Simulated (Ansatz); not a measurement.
`O[SiH2][SeH]` + `[CH3][Ga]1[CH2][S]1` → `O[SiH2][Ga]1[CH2][S]1` + `C[SeH]`  (redistribution)

Computed with Ansatz on PBE0-D4/def2-TZVP structures; ΔE is electronic, products minus reactants. CCSD(T)/CBS adds triple-zeta CCSD(T) − MP2 to the extrapolated MP2 energy (def2 sets, frozen cores). DFT in def2-TZVPP. B3LYP here is the variant with VWN-RPA as its local correlation; programs differ in this. HSE06 is defined as in plane-wave codes. For Ga, Se outer-core shells are correlated without core-valence functions, which leaves a few kJ/mol of doubt a bond. Scalar relativity is left out up to krypton. One conformer a species, not always the lowest.

```
             level  ΔE (kJ/mol)  difference from CCSD(T)/CBS
         r2SCAN-D4         86.3                         -5.0
           PBE0-D4         84.3                         -7.0
        r2SCANh-D4         88.2                         -3.1
        r2SCAN0-D4         90.7                         -0.6
          BHLYP-D4         88.0                         -3.3
      CAM-B3LYP-D4         87.3                         -4.0
           ωB97X-V         88.9                         -2.4
           ωB97M-V         91.5                          0.2
            B2PLYP         86.4                         -4.9
               PBE         77.0                        -14.3
             B3LYP         80.6                        -10.7
             HSE06         84.1                         -7.2
             BHLYP         88.0                         -3.3
RPA@PBE/def2-TZVPP         79.8                        -11.5
     MP2/CBS(def2)        100.2                          8.9
    CCSD/CBS(def2)         92.4                          1.1
       CCSD(T)/CBS         91.3                            0
```

Task: What do rigid-rotor, harmonic-oscillator terms from PBE0-D4/def2-TZVP frequencies (298.15 K, 1 bar) make of the CCSD(T)/CBS value? (Estimate.)

Result: The calculation gave: ΔZPE = +2.2 kJ/mol, ΔH = +93.7 kJ/mol, ΔS = -8 J/(mol·K), ΔG = +95.9 kJ/mol. Modes under 50 cm⁻¹ make the entropy rough.

Largest T1 diagnostic among the species: 0.015.

At CCSD(T), def2-SVP lies −7.0 kJ/mol from the extrapolated value and def2-TZVPP −3.7 kJ/mol. Leaving LDA and LC-ωPBE aside and taking each functional with its dispersion term where it has one, the values, not all of them listed here, spread over 17.7 kJ/mol, from BLYP-D4 to PBE-QIDH. LDA lies +6.8 kJ/mol from PBE without D4.
